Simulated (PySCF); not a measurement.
Tl: excitation energy

Tl [Xe] 4f14 5d10 6s2 6p1 (2P) → Tl [Xe] 4f14 5d10 6s2 7s1 (2S), as a difference of total energies. Calculation: PySCF 2.14, in aug-cc-pVTZ-PP with one added diffuse shell each of d, f type with ECP60MDF (6s5p5d3f, 67 functions); a scalar-relativistic core potential. Correlated levels: valence: 5s2 5p6 5d10 frozen. The calculations carry no spin-orbit coupling.

```
           method  excitation energy (cm⁻¹)
              UHF                     19627
              LDA                     21169
              PBE                     19903
             PBE0                     20402
           r2SCAN                     21318
            B3LYP                     21006
        BHandHLYP                     21366
        CAM-B3LYP                     21954
            B97-3                     20257
    MP2 (valence)                     20069
SCS-MP2 (valence)                     20070
```

Errors of the correlated levels include the incompleteness of this basis and the frozen core.

For comparison: 21282 cm⁻¹ (measured; NIST levels, between the centres of gravity of the two terms).
